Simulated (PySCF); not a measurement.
# Dipole moment and polarisability of propyl cyanoacetate

Propyl cyanoacetate, C₆H₉NO₂.
Cartesian coordinates in Å at the GFN2-xTB level; atoms count from 1:
```
atom  x, y, z in Å
C1    -2.9939    0.3512   -0.2097
C2    -1.5096    0.3529   -0.5477
C3    -0.6592    0.3906    0.7189
O4     0.7363    0.4537    0.4099
C5     1.3477   -0.6880    0.1205
O6     0.8327   -1.7699    0.0893
C7     2.8314   -0.4378   -0.1534
C8     3.5042   -0.2358    1.1048
N9     4.0254   -0.0781    2.1086
H10   -3.2433   -0.5133    0.4004
H11   -3.2651    1.2505    0.3383
H12   -3.5852    0.3118   -1.1204
H13   -1.2658    1.2214   -1.1633
H14   -1.2585   -0.5476   -1.1116
H15   -0.8612    1.2909    1.3024
H16   -0.8484   -0.4985    1.3284
H17    2.9462    0.4598   -0.7639
H18    3.2574   -1.3075   -0.6575
```

Level: PBE0/def2-SVPD (PySCF), static field, nuclei fixed, core orbitals frozen in the response. The polarisability tensor in these axes (au):

```
x   97.65 -2.55  8.03
y   -2.55 71.92  2.81
z    8.03  2.81 75.47
```

Problem. What are the eigenvalues, a third of the trace, and Δα (Δα² = ½Σ(αi − αj)² over the three pairs)?

Solution. Principal values 68.86, 75.84 and 100.34 au; mean 81.68 au = 12.10 Å³ = 13.47 × 10⁻⁴⁰ C²·m²/J; Δα = 28.64 au (35 % of the mean).

Problem. What is the dipole moment, and where does it point?

Solution. (-2.57, 1.43, -3.14) D, 4.30 D in size, pointing from the negative to the positive side. Measured along this direction, the outermost atoms are N9 at the negative end and H12 at the positive end.

Problem. What depolarisation ratio follows for Rayleigh scattering of linearly polarised light, taking the static tensor?

Solution. ρ = 3Δα²/(45ᾱ² + 4Δα²) = 2461.0/(300230 + 3281.3) = 0.00811.

Problem. How large is μ²/3kT at 500 K beside α?

Solution. In Gaussian units μ²/3kT = 89.34 Å³ against 12.10 Å³, a ratio of 7.38; the Debye molar polarisation (4π/3)N_A(α + μ²/3kT) is 255.9 cm³/mol, leaving out the vibrational part.

Problem. Traceless (Buckingham) quadrupole moment about the centre of nuclear charge: eigenvalues?

Solution. -18.17, 0.45, 17.73 D·Å. The values depend on the origin, since the dipole doesn't vanish. The electronic extent ⟨r²⟩ about the same centre is 1683 bohr², a root-mean-square distance of 2.63 Å for the 68 electrons.

Problem. Find the Langevin capture rate constant for O2+ (31.990 u) meeting this molecule (127.063 u), k = 2.342 × 10⁻⁹ cm³/s × √(α in Å³ / reduced mass in u).

Solution. The reduced mass is 25.56 u, so k = 1.61 × 10⁻⁹ cm³/s. The formula leaves out the permanent dipole, which adds to the capture rate.

The structure is a single GFN2-xTB conformer in the gas phase; no vibrational or solvent corrections.
